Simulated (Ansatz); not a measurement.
Reaction R1 → P1 + P2, each structure at its B3LYP-D3(BJ)/def2-TZVP stationary point, reached from a drawn start (curvature not checked).
R1: CH4O (SMILES CO), charge 0, multiplicity 1.
P1: CH3O (SMILES C[O]), charge 0, multiplicity 2.
P2: H atom, charge 0, multiplicity 2.

P less R. No zero-point or thermal terms; singlets are restricted closed shells; open shells are unrestricted.

Correlated levels freeze the cores. CBS(a, b) extrapolates the correlation energy as X⁻³ and adds the Hartree–Fock energy of set b.

Programs: Ansatz (a quantum-chemistry and plane-wave program) with Gaussian orbitals. No computed number here is a measurement.

PBE/def2-TZVPP gives 4.623 eV for the reaction energy.

**Question.** How do the other levels lie against it? Give each less PBE: r2SCAN/def2-TZVPP, B3LYP/def2-TZVPP, wB97M-V/def2-TZVPP, B2PLYP/def2-TZVPP, MP2/CBS(cc-pVTZ, cc-pVQZ), MP2/CBS(cc-pVTZ, cc-pVQZ) + ΔCCSD(T)/cc-pVTZ.

**Answer.** r2SCAN/def2-TZVPP -0.044; B3LYP/def2-TZVPP 0.038; wB97M-V/def2-TZVPP 0.162; B2PLYP/def2-TZVPP 0.132; MP2/CBS(cc-pVTZ, cc-pVQZ) 0.515; MP2/CBS(cc-pVTZ, cc-pVQZ) + ΔCCSD(T)/cc-pVTZ 0.322 eV. 5 of 6 lie above PBE; the widest gap is to MP2/CBS(cc-pVTZ, cc-pVQZ).
